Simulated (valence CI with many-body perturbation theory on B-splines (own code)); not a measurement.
# La³⁴⁺ in three bases

Calculated by valence CI with perturbative core correlation (CI+MBPT): five valence electrons over a frozen Dirac-Fock core [Ar], radial functions for each j: 7 s, 7 p, 8 d, 6 f, 4 g, 1 h, with the one-electron correlation potential Σ1, the two-electron term Σ2, the three-electron term Σ3, Breit, model QED; selected CI, second order for the rest, scaled by the run's own slope (own B-spline code, finite nucleus).

No measured spectrum was set against this ion. As an estimate, large intervals hold to a few tenths of a per cent, small ones and those within an open d or f shell to about a per cent. Among the levels kept, up to 640 cm⁻¹ of a level comes from second order outside the variational space, and about a tenth of that is noise between levels of different J, which matters for small intervals. Only levels of the ground parity were solved; by the run's estimate the other parity begins above the list, which can be wrong where configurations are misplaced.

The reference run has the lowest level (3d3/2^4 3d5/2) J=5/2 and an ionisation energy of 2258.90 eV. Its largest variational space holds 20417 state functions.

Levels are named by their leading jj configuration (3d3/2^4 stands for four electrons in 3d with j = 3/2), which in mixed levels can hold well under half, so a name can repeat and another be missing. Letters in brackets count levels of one name in rising energy.

Changed runs:
A. basis 6 s, 6 p, 5 d, 5 f, 1 g
B. basis 5 s, 5 p, 4 d, 4 f

Excitation energies of the reference run in cm⁻¹, and shifts in cm⁻¹:

| Level | Reference | A | B |
| --- | --- | --- | --- |
| (3d3/2^3 3d5/2^2) J=5/2 [a] | 110242 | +49 | +329 |
| (3d3/2^3 3d5/2^2) J=7/2 [a] | 177726 | +169 | +861 |
| (3d3/2^3 3d5/2^2) J=3/2 [a] | 183681 | +154 | +768 |
| (3d3/2^3 3d5/2^2) J=11/2 | 187162 | +188 | +845 |
| (3d3/2^3 3d5/2^2) J=9/2 | 208433 | +167 | +995 |
| (3d3/2^3 3d5/2^2) J=5/2 [b] | 216300 | +126 | +904 |
| (3d3/2^3 3d5/2^2) J=1/2 | 225946 | +164 | +880 |
| (3d3/2^3 3d5/2^2) J=7/2 [b] | 256011 | +291 | +1455 |
| (3d3/2^2 3d5/2^3) J=5/2 [a] | 282769 | +171 | +833 |
| (3d3/2^3 3d5/2^2) J=3/2 [b] | 311083 | +342 | +1392 |
| (3d3/2^2 3d5/2^3) J=7/2 [a] | 314101 | +110 | +916 |
| (3d3/2^2 3d5/2^3) J=11/2 | 320302 | +144 | +844 |
| Ionisation energy (eV) | 2258.90 | -0.10 | -0.15 |
